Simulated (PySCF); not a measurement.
Isomers of C5H4F2O, one GFN2-xTB conformer each. Single-point energies are computed at PBE0/pcSseg-1 (PySCF, gas phase, no added dispersion term), electronic only.

```tsv
SMILES	GFN2-xTB relative energy (kJ/mol)
C#C/C=C(/F)OCF	74.7
O=C=C(/C=C/F)CF	0.0
```

Conformers: `[CH:1]#[C:2]/[CH:3]=[C:4](/[F:5])[O:6][CH2:7][F:8]` with C3–C4–O6–C7 -1°, C4–O6–C7–F8 73°; `[O:1]=[C:2]=[C:3](/[CH:4]=[CH:5]/[F:6])[CH2:7][F:8]` with C2–C3–C4–C5 -171°, C2–C3–C7–F8 107°.

Question: What does PBE0/pcSseg-1 give for the same structures?

Answer: 
```
         SMILES  PBE0/pcSseg-1 E (Eh)  PBE0/pcSseg-1 (kJ/mol)  GFN2-xTB (kJ/mol)  point group
O=C=C(/C=C/F)CF            -467.23721                     0.0                0.0           C1
 C#C/C=C(/F)OCF            -467.19525                   110.2               74.7           C1
```

Both levels put the same isomer lowest. As drawn, the lower has a C=O bond and cumulated double bonds, which the higher lacks; the higher has a C≡C bond, which the lower lacks.

Question: Which frontier levels, dipoles and rotational constants go with these structures?

Answer: 
```tsv
SMILES	HOMO (eV, PBE0/pcSseg-1)	LUMO (eV)	dipole (D)	A, B, C (MHz)
O=C=C(/C=C/F)CF	-6.55	-1.56	1.86	2725, 1258, 897.4
C#C/C=C(/F)OCF	-6.91	-0.62	1.97	2657, 1862, 1172
```
